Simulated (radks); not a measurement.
Charge is removed step by step from the 2p down level of the aluminium ion Al+, starting from [He] 2s2 2p(up 3, down 3) 3s2. All-electron calculation, scalar-relativistic Kohn-Sham, r2SCAN, spin-polarised, spherical densities, finite nucleus; meta-GGA in the generalised Kohn-Sham scheme; Fermi nuclear charge, rms radius 3.061 fm. Program: a radial shooting solver on a logarithmic mesh with Libxc functionals.

removed (e)  E - E(0) (eV)  eigenvalue (eV)  E minus straight line (eV)
0                    0.000          -79.812                       0.000
0.125               10.183          -83.148                      -1.509
0.25                20.787          -86.532                      -2.598
0.375               31.816          -89.963                      -3.262
0.5                 43.277          -93.437                      -3.493
0.625               55.175          -96.954                      -3.288
0.75                67.515          -100.51                      -2.641
0.875               80.302          -104.11                      -1.546
1                   93.540          -107.74                       0.000

Removing the whole electron costs 93.540 eV by Delta-SCF, against 79.812 eV from minus the eigenvalue at the starting occupation. Slater's transition state (half an electron removed) gives 93.437 eV. Integrating minus the eigenvalue over the occupation (Janak's theorem) gives 93.550 eV. In this scalar-relativistic scheme the density is built from large components alone, so the theorem holds only approximately. The mean slope of the eigenvalue, de/dn, is 27.9 eV per electron.
